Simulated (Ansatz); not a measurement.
Ansatz (a quantum-chemistry and plane-wave program) input:

Ansatz 0.2 input:
```yaml
crystal:
  periodic: [false, false, false]
  atoms:
    - {symbol: Zn, position_ang: [-0.00000000, -0.00000000, -1.62891379]}
    - {symbol: I, position_ang: [0.00000000, 0.00000000, 0.92202668]}
basis:
  gaussian:
    orbitals: def2-SVPD
magnetization: {spin_polarized: true, initial_magnetization: 1}
correlation: {method: ccsd_t, electrons: outside_noble_gas}
output: {forces: true}
```

Question: Predict the final energy.

Answer: -2074.64709 Eh (CCSD(T)/def2-SVPD). The basis has 69 functions.

The spin state was set by rule; other spins were not relaxed.
